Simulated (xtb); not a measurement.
C₄H₁₁O₄Si (SMILES [CH2]O[Si](OC)(OC)OC), doublet, geometry from GFN2-xTB. Base run: xtb 6.7.1 with GFN0-xTB.

Here is a job for xtb.
```
$ xtb mol.xyz --gfn 0 --uhf 1 --json

# file mol.xyz
20

C      0.35972231    -2.09494642    -1.74438884
O      0.72116892    -0.95011780    -1.13594221
Si    -0.00762696    -0.02170178    -0.00629818
O      1.09045178     1.10481060     0.39393870
C      2.44442596     0.92202627     0.72542551
O     -0.48414978    -1.04425416     1.15708566
C     -1.34377516    -0.79046899     2.24073632
O     -1.33268157     0.78643605    -0.47504907
C     -1.42507681     1.86702797    -1.36971891
H      1.11618260    -2.54561285    -2.35724859
H     -0.49719581    -2.63608161    -1.39548400
H      2.53967404     0.36283877     1.65837375
H      2.88716819     1.91130297     0.84421301
H      2.96187272     0.37821496    -0.06590032
H     -1.55911122    -1.74773294     2.71606815
H     -2.26971706    -0.33135269     1.89402677
H     -0.86509745    -0.12285091     2.96012744
H     -2.44792302     2.24169166    -1.32249569
H     -1.20136713     1.53976829    -2.38715119
H     -0.72780088     2.65680884    -1.08894369
```

The base run was repeated with changes; each row names its change, and settings that it needs were set with it.

| change | ΔE vs base (mEh) |
|---|---|
| base | 0.000 |
| etemp = 1000 | 0.000 |
| acc = 0.1 | 0.000 |
| file = coord | 0.000 |
